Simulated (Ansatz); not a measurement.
Ga10As10H30, a nanocrystal cut from zinc blende GaAs (hydrogen-capped). Total charge 0; singlet. Geometry PBE-D4/def2-SVP; atoms count from 1.

```xyz
50

Ga    0.823   -3.015   -0.565
Ga   -1.409   -2.713    3.346
Ga    3.134    0.008    0.513
Ga    0.915    0.320    4.427
Ga   -3.661   -2.577   -0.690
Ga    1.203    0.127   -2.936
Ga   -3.280    0.581   -3.069
Ga   -0.929    0.519    0.539
Ga    1.359    3.993    1.655
Ga   -0.577    4.115   -1.809
As    0.380   -3.677    1.800
As   -1.439   -3.565   -1.465
As    0.996   -0.556   -0.577
As   -0.947   -0.299    2.874
As    2.832   -0.478    2.942
As    3.193    2.496    0.701
As   -2.950   -0.178   -0.708
As   -1.038   -0.238   -3.973
As    1.148    2.622   -2.954
As   -0.552    2.962    0.411
H     2.009   -3.795   -1.252
H    -2.753   -3.235    2.721
H    -0.886   -3.012    4.805
H     4.426   -0.631   -0.126
H     0.880   -0.703    5.629
H     1.159    1.869    4.539
H    -3.841   -3.174    0.753
H    -4.645   -2.781   -1.908
H     2.406   -0.507   -3.737
H    -4.355   -0.373   -3.721
H    -3.198    2.141   -3.250
H     1.372    3.655    3.190
H     1.620    5.413    1.016
H    -1.888    3.863   -2.639
H     0.150    5.504   -1.622
H     0.200   -5.192    1.722
H     1.747   -3.711    2.478
H    -1.511   -5.086   -1.355
H    -1.300   -3.517   -2.984
H    -2.160    0.419    3.465
H     3.071   -1.977    3.093
H     4.156   -0.038    3.566
H     4.494    2.771    1.451
H     3.677    2.998   -0.656
H    -4.069    0.532    0.055
H    -1.085   -1.718   -4.338
H    -0.863    0.278   -5.400
H     1.196    2.973   -4.440
H     2.573    3.065   -2.635
H    -1.785    3.523    1.120
```

Single mean-field runs in def2-TZVP are fitted with def2-universal-jkfit.

Q: Estimate the Mulliken populations of the heavy atoms from the PBE0/def2-TZVP orbitals of Ansatz.

A: 
```csv
atom,charge (e)
Ga1,0.31
Ga2,0.21
Ga3,0.31
Ga4,0.21
Ga5,0.21
Ga6,0.31
Ga7,0.21
Ga8,0.54
Ga9,0.21
Ga10,0.21
As11,-0.28
As12,-0.28
As13,-0.48
As14,-0.39
As15,-0.28
As16,-0.28
As17,-0.39
As18,-0.28
As19,-0.28
As20,-0.39
```
Mulliken values and Mayer orders depend strongly on the basis.

Q: And the Mayer bond orders between bonded heavy atoms (over 0.3)?

A: Ga1–As11 0.72 (2.50 Å); Ga1–As12 0.72 (2.50 Å); Ga1–As13 0.77 (2.46 Å); Ga2–As11 0.59 (2.55 Å); Ga2–As14 0.72 (2.50 Å); Ga3–As13 0.77 (2.46 Å); Ga3–As15 0.72 (2.50 Å); Ga3–As16 0.72 (2.50 Å); Ga4–As14 0.72 (2.50 Å); Ga4–As15 0.59 (2.55 Å); Ga5–As12 0.59 (2.55 Å); Ga5–As17 0.72 (2.50 Å); Ga6–As13 0.77 (2.47 Å); Ga6–As18 0.72 (2.50 Å); Ga6–As19 0.72 (2.50 Å); Ga7–As17 0.72 (2.50 Å); Ga7–As18 0.59 (2.55 Å); Ga8–As13 0.71 (2.47 Å); Ga8–As14 0.74 (2.47 Å); Ga8–As17 0.74 (2.47 Å); Ga8–As20 0.74 (2.47 Å); Ga9–As16 0.59 (2.55 Å); Ga9–As20 0.72 (2.50 Å); Ga10–As19 0.59 (2.55 Å); Ga10–As20 0.72 (2.50 Å).
